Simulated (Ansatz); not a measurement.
A search over several starts for the lowest SCF solution of KH₂⁻ at the given spin, in a small basis.

```yaml
crystal:
  periodic: [false, false, false]
  atoms:
    - {symbol: K, position_ang: [0.003248, -0.003734, -0.001885]}
    - {symbol: H, position_ang: [-0.073988, 1.130154, -2.248940]}
    - {symbol: H, position_ang: [0.070750, -1.126420, 2.250825]}
basis:
  gaussian: {orbitals: def2-SVP}
total_charge: -1
magnetization: {spin_polarized: true, initial_magnetization: 0}
hamiltonian: {xc: pbe0, dispersion: d4}
output: {orbitals: {seedname: orbitals}}
```

```sh
$ ansatz run in.yaml --threads 4 --pin off --events-out ev --progress --plain --max-ram 3916MiB
```

Shortened log:

```
Functional definition: PBE0
330 factors; integrals over basis functions are off by at most 4.4e-4 eV
mean field evaluation 1: about -16348.1138 eV, gradient 5.9e0 eV
mean field evaluation 2: about -16348.3862 eV, gradient 3.8e0 eV
mean field evaluation 4: about -16348.6213 eV, gradient 1.8e-1 eV
mean field evaluation 8: about -16348.6456 eV, gradient 2.8e-3 eV
mean field -16348.64559467 eV, -600.8016440943 hartree, gradient 1.7e-5 eV, S^2 0.000000; 0 other end points of the search recorded, 0 dependent functions left out
reference -16348.64564088 eV, -600.8016457925 hartree; 11, 11 occupied and 23, 23 virtual orbitals, 330 factors
Total energy: -16348.75339716 eV, -600.8056057627 hartree
```

It took 0.4 s on 4 threads of Arm Neoverse V2 on a shared host.

The structure comes from a short search, and lower isomers may exist.
